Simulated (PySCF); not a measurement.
## C₆ coefficients of unlike pairs at PBE0

Calculated with PySCF 2.14 from the dipole response of each species, C₆(A,B) = (3/π) ∫ α_A(iu) α_B(iu) du, in atomic units, from isotropic polarisabilities. For ions this is the dispersion term alone; charge-induced terms of lower order in 1/R come first.

```
species            configuration                                                                 basis      relativity  α (bohr³)  C₆ (like pair)
     Ta   [Xe] 4f14 5d3 6s2 (4F)                             aug-cc-pVTZ-PP with ECP60MDF (6s6p5d3f2g)  core potential      87.10            1132
     Tc        [Kr] 4d5 5s2 (6S)  def2-TZVPPD with the def2 core potential (28 electrons) (6s4p3d2f1g)  core potential      88.85           980.7
    As+   [Ar] 3d10 4s2 4p2 (3P)                               aug-cc-pVTZ-PP with ECP10MDF (6s5p4d2f)  core potential      16.81           101.1
     Au  [Xe] 4f14 5d10 6s1 (2S)                           aug-cc-pwCVTZ-PP with ECP60MDF (8s8p7d4f3g)  core potential      36.61           330.9
```

Task: Estimate C₆ for Tc with Ta.

Result: The integral gives 1051. The combination rule 2 C_A C_B / (C_A α_B/α_A + C_B α_A/α_B) gives 1049 and the geometric mean 1054.

No spin-orbit coupling is included.

The other pairs:

| pair | C₆ |
| --- | --- |
| As+, Ta | 317.4 |
| Au, As+ | 181.1 |
| As+, Tc | 288.5 |
| Au, Ta | 591.3 |
| Au, Tc | 542.6 |
